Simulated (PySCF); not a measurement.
# Electric field gradients and quadrupole coupling constants

C8H11OP.
Atom-mapped SMILES: `[CH3:1][C:2]#[C:3][P:4]1[CH2:5][CH2:6][C:7](=[O:8])[CH2:9][CH2:10]1` (hydrogens: H11, H12, H13 on C1; H14, H15 on C5; H16, H17 on C6; H18, H19 on C9; H20, H21 on C10)

Cartesian coordinates in Å at the GFN2-xTB level; atoms count from 1:
```
atom  x, y, z in Å
C1     4.197    0.376    0.495
C2     2.857   -0.130    0.305
C3     1.720   -0.497    0.147
P4     0.122   -1.205   -0.085
C5    -0.439   -0.104   -1.485
C6    -1.966   -0.138   -1.587
C7    -2.614    0.453   -0.354
O8    -3.337    1.416   -0.403
C9    -2.283   -0.248    0.945
C10   -0.778   -0.222    1.224
H11    4.417    1.140   -0.250
H12    4.918   -0.436    0.396
H13    4.291    0.813    1.489
H14   -0.087    0.918   -1.318
H15    0.001   -0.468   -2.417
H16   -2.299   -1.174   -1.694
H17   -2.300    0.428   -2.461
H18   -2.827    0.244    1.755
H19   -2.621   -1.286    0.878
H20   -0.406    0.806    1.238
H21   -0.576   -0.669    2.202
```

Field gradients from the PBE0/pcSseg-1 density (PySCF, non-relativistic), principal values in atomic units, ordered |Vxx| ≤ |Vyy| ≤ |Vzz|:

| atom | Vxx | Vyy | Vzz |
| --- | --- | --- | --- |
| O8 | 0.4993 | 1.5678 | -2.0671 |

Question: Find the asymmetry η = (Vxx − Vyy)/Vzz and the couplings χ = eQV/h (234.96 MHz × Q in barn × V in au), with Q(17O) = −0.0256 b.

Answer: 
```json
{"atom": "O8", "environment": "ketone oxygen", "nucleus": "17O", "η": "0.52", "χzz (MHz)": "12.43", "χxx (MHz)": "-3.00", "χyy (MHz)": "-9.43"}
```

The tensor is traceless: Vxx + Vyy + Vzz = 0.

Question: What is Vzz at O8 in SI units (1 au = 9.71736 × 10²¹ V/m²)?

Answer: -2.0671 au = -20.087 × 10²¹ V/m².

Question: What couplings would deuterons (Q(2H) = 0.00286 b) have in place of the hydrogens, at this geometry?

Answer: 
```csv
atom,bonded to,bond length (Å),Vzz (au),η,χzz (kHz)
H11,C1,1.090,0.3076,0.02,207
H12,C1,1.090,0.3077,0.02,207
H13,C1,1.090,0.3079,0.02,207
H14,C5,1.094,0.2988,0.02,201
H15,C5,1.093,0.3041,0.02,204
H16,C6,1.094,0.2983,0.01,200
H17,C6,1.093,0.2992,0.01,201
H18,C9,1.093,0.2990,0.01,201
H19,C9,1.094,0.2982,0.01,200
H20,C10,1.094,0.2986,0.02,201
H21,C10,1.093,0.3039,0.02,204
```

The structure is a single GFN2-xTB conformer in the gas phase; no vibrational or solvent corrections. GFN2-xTB bond lengths can be off by several hundredths of an ångström, more for odd bonds, and the gradients follow them. The basis is small and wasn't made for field gradients, so the couplings can be 20 % off.

The run behind these numbers computed NMR shieldings as well. The run took 58 s of wall time (grids of density and orbitals included) on one thread, INTEL XEON PLATINUM 8581C at 2.30 GHz (x86_64), shared host, and the process peaked at 1.0 GiB of memory.
